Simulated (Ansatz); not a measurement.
# A basis-limit estimate, worked out

An elementary step of Si$_{2}$NH$_{8}$F, closed shell (Si₂NH₇ ([NH2][SiH2][SiH3]) + HF → SiNH₄F ([NH2][SiH2][F]) + SiH₄; bonds formed: Si1–F7, Si2–H6; bonds broken: Si1–Si2, H6–F7). “Start” is the structure reached by relaxing down from the saddle towards the reactants; PBE0-D4/def2-TZVP structures. The saddle:

Si1  (-0.695, 0.246, -0.491)
Si2  (0.718, -1.358, 0.942)
H3  (-0.304, -0.842, -1.453)
H4  (-2.134, 0.025, -0.240)
N5  (-0.082, 1.608, -1.283)
H6  (-0.092, 0.263, 1.215)
F7  (-0.658, 1.296, 1.204)
H8  (1.116, -1.375, 2.381)
H9  (-0.126, -2.548, 0.668)
H10  (1.945, -1.382, 0.108)
H11  (0.354, 1.546, -2.185)
H12  (-0.042, 2.521, -0.866)
(Å)

Program: Ansatz 0.2.0. Basis: def2-TZVPP and def2-QZVPP. Cores are frozen in the correlated methods.

Energies in eV:

| quantity | saddle | start |
| --- | --- | --- |
| Hartree–Fock, triple zeta (X = 3) | -20039.66383 | -20041.73729 |
| Hartree–Fock, quadruple zeta (X = 4) | -20040.37262 | -20042.43769 |
| MP2 correlation, X = 3 | -21.10391 | -20.41594 |
| MP2 correlation, X = 4 | -22.76976 | -22.07003 |
| CCSD(T) correlation, X = 3 | -23.15017 | -22.54080 |

Problem. Work out the barrier at the basis limit: extrapolate Hartree–Fock as E(X) = E∞ + A exp(−7.88 √X) and the MP2 correlation as E(X) = E∞ + B X^−2.97 (the exponents that Neese and Valeev fitted for def2-TZVPP and QZVPP), then add CCSD(T) − MP2 in triple zeta.

Solution. Each step is linear, so take the differences first (saddle − start): Hartree–Fock 2.07346 (X = 3) and 2.06507 (X = 4); MP2 correlation -0.68797 and -0.69973; CCSD(T) correlation -0.60937.
Two points give E∞ = E(4) + w [E(4) − E(3)], with w = 1/(exp(7.88 (2 − √3)) − 1) = 0.1377 for Hartree–Fock and w = 1/((4/3)^2.97 − 1) = 0.7407 for the correlation.
Hartree–Fock: 2.06507 + 0.1377 × (-0.00839) = 2.0639 eV.
MP2 correlation: -0.69973 + 0.7407 × (-0.01176) = -0.7084 eV.
CCSD(T) − MP2: -0.60937 − (-0.68797) = 0.0786 eV.
Sum: 2.0639 + (-0.7084) + 0.0786 = 1.4341 eV, or 33.07 kcal/mol. Plain CCSD(T) in triple zeta gives 1.4641 eV, so the larger basis shifts the result by -0.0300 eV.

The T1 diagnostic stays at or below 0.014.

Labels in which every atom is bracketed show which atoms are joined, not bond orders.

For scale, one of the runs: CCSD(T)/def2-TZVPP, 258 basis functions, launched by `ansatz run in.yaml --threads 4 --pin off --events-out ev --progress --plain --max-ram 9574MiB`. The run took 2.8 min on 4 CPU threads of an Intel Xeon (shared host), with 5.7 GiB of host memory at its peak.
